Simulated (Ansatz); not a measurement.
Job for Ansatz (an electronic-structure program): R-r2SCAN/def2-TZVPP on H2OSeTe (SMILES O[Te][SeH]), a point of a torsion scan. Elements past Kr take the def2 small-core potentials; no spin–orbit coupling.

Ansatz 0.2 input:
```yaml
crystal:
  periodic: [false, false, false]
  atoms:
    - {symbol: O, position_ang: [-1.25847918, 0.61213528, -0.31502351]}
    - {symbol: Te, position_ang: [-0.23092869, -0.90814549, -1.05564598]}
    - {symbol: Se, position_ang: [1.63320085, -0.71690755, 0.62996576]}
    - {symbol: H, position_ang: [-1.86520228, 0.33680906, 0.37374702]}
    - {symbol: H, position_ang: [1.48994286, 0.70500878, 0.78521647]}
basis:
  gaussian:
    orbitals: def2-TZVPP
hamiltonian:
  xc: {name: r2SCAN}
scf: {lower_state_search: off}
```

Q: Predict the final total energy.

A: -2746.1038 hartree.
